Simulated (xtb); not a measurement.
C2H3O2, doublet, geometry from GFN2-xTB; xtb with GFN1-xTB.

Here is a job for xtb.
```
$ xtb mol.xyz --gfn 1 --uhf 1 --grad --json

# file mol.xyz
7

C     -0.93387820    -0.06541199     0.01318371
O     -0.95258739    -1.26170140     0.00490787
O     -0.02803634     0.83430160     0.00637219
C      1.38446796     0.45047108    -0.01701847
H      1.94352282     1.38117052    -0.01853930
H      1.61200272    -0.14253780     0.86761719
H      1.58592576    -0.12978890    -0.91630983
```

The log (banner, timings and long lists left out):

```
   ID    Z sym.   atoms
    1    6 C      1, 4
    2    8 O      2, 3
    3    1 H      5-7

           -------------------------------------------------
          |                Calculation Setup                |
           -------------------------------------------------

           -------------------------------------------------
          |                 G F N 1 - x T B                 |
           -------------------------------------------------

          ...................................................
          :                      SETUP                      :
          :.................................................:
          :  # basis functions                  22          :
          :  # atomic orbitals                  22          :
          :  # shells                           14          :
          :  # electrons                        23          :
          :  # halogen bonds                     0          :
          :  max. iterations                   250          :
          :  Hamiltonian                  GFN1-xTB          :
          :  restarted?                      false          :
          :  GBSA solvation                  false          :
          :  PC potential                    false          :
          :  electronic temp.          300.0000000     K    :
          :  accuracy                    1.0000000          :
          :  -> integral cutoff          0.2500000E+02      :
          :  -> integral neglect         0.1000000E-07      :
          :  -> SCF convergence          0.1000000E-05 Eh   :
          :  -> wf. convergence          0.2000000E-04 e    :
          :  Broyden damping             0.4000000          :
          :  net charge                          0          :
          :  unpaired electrons                  1          :
          ...................................................

 iter      E             dE          RMSdq      gap      omega  full diag
   1    -15.2071866 -0.152072E+02  0.761E+00    2.85       0.0  T
   2    -15.2785445 -0.713579E-01  0.449E+00    2.79       1.0  T
   3    -15.2794225 -0.878089E-03  0.216E+00    2.88       1.0  T
   4    -15.2856230 -0.620047E-02  0.287E-01    2.83       1.0  T
   5    -15.2860504 -0.427357E-03  0.512E-02    2.84       1.0  T
   6    -15.2860687 -0.182891E-04  0.806E-03    2.84       4.7  T
   7    -15.2860689 -0.265191E-06  0.737E-04    2.84      51.3  T
   8    -15.2860689 -0.538984E-09  0.242E-04    2.84     156.1  T
[...]
         :: total energy             -15.164854278093 Eh    ::
[...]
        16                         -0.0956094              -2.6017
        17                         -0.0004376              -0.0119
        18                          0.2336192               6.3571
        19                          0.2441981               6.6450
        20                          0.3249597               8.8426
        21                          0.3836154              10.4387
        22                          0.8173311              22.2407
      -------------------------------------------------------------
                  HL-Gap            0.1043675 Eh            2.8400 eV
             Fermi-level           -0.3649530 Eh           -9.9309 eV

  Mulliken/CM5 charges         n(s)   n(p)   n(d)
     1C     0.51616  0.58281   1.025  2.459  0.000
     2O    -0.45336 -0.49437   1.738  4.715  0.000
     3O    -0.37569 -0.45772   1.681  4.695  0.000
     4C     0.15966  0.03565   0.991  2.850  0.000
     5H     0.04879  0.10880   0.951  0.000  0.000
     6H     0.05222  0.11241   0.948  0.000  0.000
     7H     0.05222  0.11241   0.948  0.000  0.000

Wiberg/Mayer (AO) data.
largest (>0.10) Wiberg bond orders for each atom

 ---------------------------------------------------------------------------
     #   Z sym  total        # sym  WBO       # sym  WBO       # sym  WBO
 ---------------------------------------------------------------------------
     1   6 C    3.267 --     2 O    1.930     3 O    1.258
     2   8 O    2.099 --     1 C    1.930     3 O    0.136
     3   8 O    2.257 --     1 C    1.258     4 C    0.840     2 O    0.136
     4   6 C    3.878 --     5 H    0.987     7 H    0.984     6 H    0.984
                             3 O    0.840
     5   1 H    1.012 --     4 C    0.987
     6   1 H    1.003 --     4 C    0.984
     7   1 H    1.003 --     4 C    0.984
 ---------------------------------------------------------------------------

Topologies differ in total number of bonds
Writing topology from bond orders to xtbtopo.mol

 dipole moment from electron density (au)
     X       Y       Z
   1.0318   0.7106  -0.0100  total (Debye):    3.184

           -------------------------------------------------
          | TOTAL ENERGY              -15.164854278093 Eh   |
          | GRADIENT NORM               0.019506990184 Eh/α |
          | HOMO-LUMO GAP               2.839983699211 eV   |
           -------------------------------------------------

normal termination of xtb
```
